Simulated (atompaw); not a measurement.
# Reading a pseudo-wave (W)

Columns: radius, all-electron u(r) and pseudo u(r) of the 6s shell (level -3.96 eV) of tungsten in the configuration [Kr] 4d10 4f14 5s2 5p6 5d5 6s1 6p0; PBE, non-relativistic, PAW (atompaw) scheme, atompaw 4.2.0.5.

```
r (bohr)  all-electron   pseudo
   0.115        0.0467  -0.0223
   0.231        0.0314  -0.0449
   0.346       -0.1477  -0.0677
   0.462       -0.1231  -0.0912
   0.577        0.0155  -0.1152
   0.692        0.1519  -0.1399
   0.808        0.2370  -0.1655
   0.923        0.2625  -0.1918
   1.038        0.2401  -0.2188
   1.154        0.1838  -0.2468
   1.269        0.1081  -0.2750
   1.385        0.0223  -0.3039
   1.500       -0.0644  -0.3327
   1.615       -0.1478  -0.3613
   1.731       -0.2257  -0.3898
   1.846       -0.2951  -0.4172
   1.962       -0.3565  -0.4439
   2.077       -0.4088  -0.4689
   2.192       -0.4528  -0.4921
   2.308       -0.4894  -0.5134
   2.423       -0.5186  -0.5320
   2.538       -0.5413  -0.5480
   2.654       -0.5584  -0.5612
   2.769       -0.5703  -0.5710
   2.885       -0.5776  -0.5777
   3.000       -0.5808  -0.5808
```

Q: How many radial nodes do the two functions have?

A: The all-electron 6s function has n − l − 1 = 5 (the table is too coarse to show those close to the nucleus); the pseudo-wave has 0, since the states of the same l below it are removed with the core.

Q: Is the pseudo-wave norm-conserving?

A: No, it belongs to a PAW set: the norm inside the radius is not constrained, and the difference is carried by the augmentation charge.
